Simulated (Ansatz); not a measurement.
Mulliken charges of CH₅BFNS, SMILES `CNB(F)S` from r2SCAN/def2-TZVPP in Ansatz (PBE0-D4/def2-TZVP geometry).

```json
{"atom": "C1", "x (Å)": "-1.287", "y (Å)": "-0.753", "z (Å)": "0.459", "charge (e)": "-0.042"}
{"atom": "N2", "x (Å)": "-0.269", "y (Å)": "0.272", "z (Å)": "0.438", "charge (e)": "-0.206"}
{"atom": "B3", "x (Å)": "0.831", "y (Å)": "0.309", "z (Å)": "-0.416", "charge (e)": "0.346"}
{"atom": "F4", "x (Å)": "1.008", "y (Å)": "-0.667", "z (Å)": "-1.317", "charge (e)": "-0.293"}
{"atom": "S5", "x (Å)": "2.042", "y (Å)": "1.675", "z (Å)": "-0.327", "charge (e)": "-0.239"}
{"atom": "H6", "x (Å)": "-2.278", "y (Å)": "-0.339", "z (Å)": "0.249", "charge (e)": "0.060"}
{"atom": "H7", "x (Å)": "-1.064", "y (Å)": "-1.497", "z (Å)": "-0.304", "charge (e)": "0.062"}
{"atom": "H8", "x (Å)": "-1.325", "y (Å)": "-1.261", "z (Å)": "1.427", "charge (e)": "0.060"}
{"atom": "H9", "x (Å)": "-0.391", "y (Å)": "1.010", "z (Å)": "1.110", "charge (e)": "0.143"}
{"atom": "H10", "x (Å)": "2.816", "y (Å)": "1.201", "z (Å)": "-1.315", "charge (e)": "0.108"}
```

Problem. By hand: the dipole of these point charges (1 e Å = 4.8032 D).

Solution. Σ q r = (-0.420, -0.037, 0.309) e Å, of length 0.523 e Å = 2.51 D.

Problem. How does the dipole of the full density compare? (Best estimate.)

Solution. Ansatz gave: (-0.318, -0.062, 0.207) e Å, 1.85 D; the point charges give 1.36 times that, at 6° from its direction.

Point charges leave out the atoms' own dipoles, such as those of lone pairs, and Mulliken's split depends on the basis, so the two needn't agree.
